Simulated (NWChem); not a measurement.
SiH4Se; SMILES [SeH][SiH3]

```xyz
6

Si     0.0125     1.5116     0.0000
Se     0.0333    -0.7739     0.0000
H     -0.6681     2.0587     1.2111
H      1.4509     1.9041     0.0074
H     -0.6554     2.0601    -1.2175
H     -1.4355    -0.8727    -0.0004
```
Atoms are numbered in this order, from 1.

All runs: NWChem. Coordinates come from a PBE0/def2-SVP optimisation. Vertical excitations in the gas phase; the lowest state need not have the same character in each row.

For level PBE/aug-cc-pVDZ, full TDDFT:

```yaml
lowest excitation, singlet (eV): 4.87
lowest state with f > 0.02, singlet (eV): 4.87
orbital gap (eV): 4.75
```

Question: Estimate the same quantities for level PBE0/aug-cc-pVDZ, full TDDFT.

Answer: 
| Item | Result |
|---|---|
| lowest excitation, singlet (eV) | 5.23 |
| lowest state with f > 0.02, singlet (eV) | 5.34 |
| orbital gap (eV) | 6.57 |
